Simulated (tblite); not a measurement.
H2ClO, charge +1, singlet, geometry from GFN2-xTB; tblite with GFN1-xTB.

tblite was given this input:
```
$ tblite run mol.xyz --method gfn1 --charge 1 --spin 0 --etemp 2000 --json tblite.json --no-restart

# file mol.xyz
4

O     -0.04953206     1.10991468    -0.06643190
H     -0.99333882     1.37577953     0.07064769
Cl     0.05025526    -0.69019538    -0.01068915
H      0.53525584     1.47822452     0.64252305
```

What the program printed (banner, timings and long lists left out):

```
xTB calculator
 | screened Coulomb repulsion
 | Coulomb electrostatics
 |  * isotropic Klopman-Ohno-Mataga-Nishimoto electrostatics
 |  * onsite third-order electrostatics
 | DFT-D3(BJ) dispersion correction

halogen bonding energy    0.0000000000000E+00 Eh
repulsion energy          2.8947836707072E-02 Eh
dispersion energy        -5.3875049423661E-04 Eh
number of electrons       1.4000000000000E+01 e
integral cutoff           1.9731147476801E+01 bohr

------------------------------------------------------------
  cycle        total energy    energy error   density error
------------------------------------------------------------
      1     -9.330484733885  -9.3588938E+00   5.3717265E-01
      2     -9.438411900493  -1.0792717E-01   1.6132774E-01
      3     -9.442214160360  -3.8022599E-03   3.9590767E-02
      4     -9.441934603598   2.7955676E-04   3.2340523E-02
      5     -9.442528143095  -5.9353950E-04   1.7525443E-02
      6     -9.442786693058  -2.5854996E-04   8.4778967E-04
      7     -9.442787272022  -5.7896378E-07   2.8742800E-04
      8     -9.442787330236  -5.8214686E-08   5.1839894E-05
      9     -9.442787332385  -2.1487860E-09   1.1648259E-06
------------------------------------------------------------

electronic energy        -9.4711964185979E+00 Eh
total energy             -9.4427873323851E+00 Eh

Post processing:
 | Mayer-Wiberg bond orders

[Info] JSON dump of results written to 'tblite.json'
```
